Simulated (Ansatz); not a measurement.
A single point on CH7NOSn (`C[O][SnH2][NH2]`).

```yaml
crystal:
  periodic: [false, false, false]
  atoms:
    - {symbol: C, position_ang: [-0.583873, 1.742999, 0.212949]}
    - {symbol: O, position_ang: [-0.882558, 0.557951, 0.905944]}
    - {symbol: Sn, position_ang: [0.287579, -1.002847, 0.687108]}
    - {symbol: N, position_ang: [0.409252, -1.299375, -1.303891]}
    - {symbol: H, position_ang: [-0.467125, 1.580280, -0.866247]}
    - {symbol: H, position_ang: [-1.409988, 2.445253, 0.361582]}
    - {symbol: H, position_ang: [0.332543, 2.223624, 0.585771]}
    - {symbol: H, position_ang: [-0.549357, -2.210074, 1.545841]}
    - {symbol: H, position_ang: [1.857892, -0.612407, 1.234178]}
    - {symbol: H, position_ang: [-0.258791, -1.947557, -1.696104]}
    - {symbol: H, position_ang: [1.329926, -1.534750, -1.646630]}
basis:
  gaussian: {orbitals: def2-TZVPP}
hamiltonian: {xc: pbe}
correlation: {method: rpa}
```

```sh
$ ansatz run in.yaml --threads 4 --pin off --events-out ev --progress --plain --max-ram 10444MiB
```

Output, abridged:

```
Functional definition: PBE
1585 factors; integrals over basis functions are off by at most 9.9e-4 eV
mean field evaluation 1: about -10497.1390 eV, gradient 9.8e1 eV
mean field evaluation 2: about -10497.1313 eV, gradient 9.8e1 eV
mean field evaluation 4: about -10509.9481 eV, gradient 5.3e1 eV
mean field evaluation 8: about -10515.7097 eV, gradient 1.3e0 eV
mean field evaluation 16: about -10515.7120 eV, gradient 1.8e-4 eV
mean field -10515.71196334 eV, -386.4452868471 hartree, gradient 1.0e-6 eV, S^2 0.000000; 0 other end points of the search recorded, 0 dependent functions left out
7 core orbitals not correlated: weight in the atoms' cores, before any rotation towards them, 1.000 or more for the frozen orbitals, at most 0.000 for the correlated occupied ones
reference -10465.80699853 eV, -384.6113132172 hartree; 18, 18 occupied and 216, 216 virtual orbitals, 1585 factors
Total energy: -10506.83560350 eV, -386.1190866396 hartree
```

It took 6.5 s on 4 threads of an Arm Neoverse V2 on a shared host, with 0.63 GiB of host memory at the peak.
